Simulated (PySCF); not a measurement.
# One molecule, a ladder of functionals, a line

Molecule: `BC(=C)C#CC`, C$_{5}$H$_{7}$B.

Mapped SMILES: `[BH2:1][C:2](=[CH2:3])[C:4]#[C:5][CH3:6]`; H(Xn) means a hydrogen on atom n. Ha(C3) is cis to B1; Hb(C3) is trans to B1.

GIAO shieldings (ppm, equivalent atoms averaged) in PySCF 2.14.0 with density-fitted response routines on the PBE0-D3(BJ)/def2-SVP geometry, basis pcSseg-1, gas phase, non-relativistic:

```csv
functional,exact exchange (%),σ(B1),σ(C5),σ(C4),σ(C6)
BLYP,0,16.3,77.7,87.1,169.1
BP86,0,19.6,80.8,90.3,173.1
PBE,0,17.7,80.7,90.5,173.6
B3LYP,20,20.8,81.7,92.8,173.6
PBE0,25,23.8,85.6,97.4,178.6
mPW1PW91,25,24.7,85.0,96.9,177.4
HF,100,43.3,93.8,111.5,186.8
```

(1) Fit each shielding as a line in the percentage of exact exchange.

(2) What does the line predict for BHandHLYP (50 %), and what does the run give?

Results:

(1) σ(B1) = 17.5 + 0.26 x (rms 1.2 ppm); σ(C5) = 80.2 + 0.14 x (rms 1.4 ppm); σ(C4) = 89.8 + 0.22 x (rms 1.6 ppm); σ(C6) = 172.4 + 0.15 x (rms 1.9 ppm). The functionals also differ in their semilocal parts, which the line can't hold; Hartree–Fock has no correlation at all.

(2) σ(B1): 30.5 predicted, 28.1 computed; σ(C5): 87.2 predicted, 86.6 computed; σ(C4): 100.8 predicted, 100.0 computed; σ(C6): 179.9 predicted, 179.2 computed ppm.
